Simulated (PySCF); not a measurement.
## CrO3, singlet: computed properties

Level of theory: HF/[Cr def2-TZVP, O def2-TZVP], no relativity, density fitting, PySCF.

The structure is a saddle point with 1 imaginary mode.

Z-matrix (Å, degrees; charge 0 multiplicity 1):
```
Cr
O  1 1.7534
O  1 1.7534 2 47.83
O  1 1.5290 2 156.09 3 180.00
```

```json
{"Point group": "C2v", "Bond lengths": "Cr–O 1.529 Å, Cr–O 1.753 Å (×2), O–O 1.421 Å", "Bond angles": "Cr–O–O 66.1° (×2), O–Cr–O 47.8°, O–Cr–O 156.1° (×2)", "Rotational constants": "1.043, 0.15, 0.1311 cm⁻¹", "Zero-point energy (real modes)": "23.7 kJ/mol", "Principal quadrupole moments (Buckingham, traceless) about the centre of mass": "-14.59, 5.77, 8.82 D Å", "Principal polarisabilities": "18.3, 25.3, 51.0 bohr³", "Lowest empty level": "-0.52 eV", "Atomisation energy without zero-point energy": "-165 kJ/mol", "Highest occupied level": "-12.05 eV", "Dipole moment": "1.67 D"}
```

Harmonic modes (masses in u: Cr 51.941, O 15.995):
```csv
symmetry,ω (cm⁻¹),IR (km/mol),μ (u)
b1,170i,–,23.16
b2,241,57.7,19.37
b2,719,48.3,18.55
a1,730,33.7,18.07
a1,1052,173,16.47
a1,1220,750,19.71
```

In C2v the vibrations span b1 + 2b2 + 3a1. Here b1 is antisymmetric to the molecular plane and b2 lies in it.

Charges (e):
```tsv
atom	Mulliken	Löwdin	polar tensor	Mayer order to Cr1
Cr1	1.73	0.90	2.58	–
O2,3	-0.50	-0.28	-0.63	0.76
O4	-0.72	-0.35	-1.33	1.87
```
Other Mayer orders above 0.3: O–O 0.79.

Mulliken populations on Cr1: s 6.05, p 12.28, d 3.92, f 0.02.

Stability towards spin polarisation was not tested. Other isomers or separated fragments may lie lower. At this level a singlet minimum of Cs symmetry lies 10 kJ/mol below this structure.

The final relaxation and frequency run took 22 s on 4 threads of a shared Arm Neoverse V2 host, with 138 basis functions and 13 gradients; the process peaked at 0.47 GiB.
